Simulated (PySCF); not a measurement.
CH3BO, SMILES [BH3-]C#[O+].

The structure is a stationary point at B3LYP-D3(BJ)/def2-TZVP.

Computed with PBE/def2-TZVPD run with PySCF.

Gas-phase values at a fixed geometry.

The total energy is -139.85168 hartree and the point group comes out as C3v. The highest occupied level is -8.28 eV, the lowest empty level comes out as -2.47 eV and the orbital gap comes out as 5.81 eV. The dipole moment comes out as 1.23 D, the quadrupole, principal values (traceless, Buckingham form, about the centre of nuclear charge) comes out as -3.13, 1.56, 1.56 D·Å and the mean static polarisability is 35.0 bohr³ (5.19 Å³). The polarisability, principal values is 28.8, 28.8, 47.5 bohr³.
